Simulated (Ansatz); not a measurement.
CH$_{6}$ClFSi$_{2}$, SMILES `C[SiH](F)[SiH2]Cl`, relaxed with RKS PBE-D4/def2-SVP in Ansatz 0.2.0 from a rough embedded geometry. The force threshold is 0.03 eV/Å; the program also tests the step.

Total charge 0; spin multiplicity 1.

Start:

```xyz
11

C     0.725   -0.170    1.502
Si   -0.518   -0.672    0.262
F    -1.912   -0.550    0.988
Si   -0.483    0.723   -1.599
Cl    1.437    0.644   -2.460
H     0.744   -0.856    2.354
H     0.628    0.830    1.815
H     1.752   -0.297    1.026
H    -0.344   -2.133   -0.131
H    -1.416    0.345   -2.598
H    -0.613    2.136   -1.159
```

(1) By how much does the energy fall, and how many steps does the optimiser take? (Best estimate.)

(2) Which bonds change most? (An estimate is asked.)

(3) Give the relaxed structure. (An estimate is asked.)

Results:

(1) The calculation gave: 0.34 eV, in 7 steps.

(2) Ansatz gave: Si4–H10 from 1.419 to 1.503 Å; Si2–F3 from 1.577 to 1.651 Å; C1–H7 from 1.052 to 1.109 Å; C1–Si2 from 1.826 to 1.875 Å.

(3) The calculation gave: 
```xyz
11

C     0.804   -0.197    1.494
Si   -0.540   -0.684    0.281
F    -2.020   -0.559    1.002
Si   -0.483    0.743   -1.590
Cl    1.484    0.531   -2.302
H     0.843   -0.897    2.352
H     0.637    0.829    1.881
H     1.786   -0.216    0.978
H    -0.375   -2.110   -0.171
H    -1.434    0.372   -2.694
H    -0.703    2.188   -1.231
```
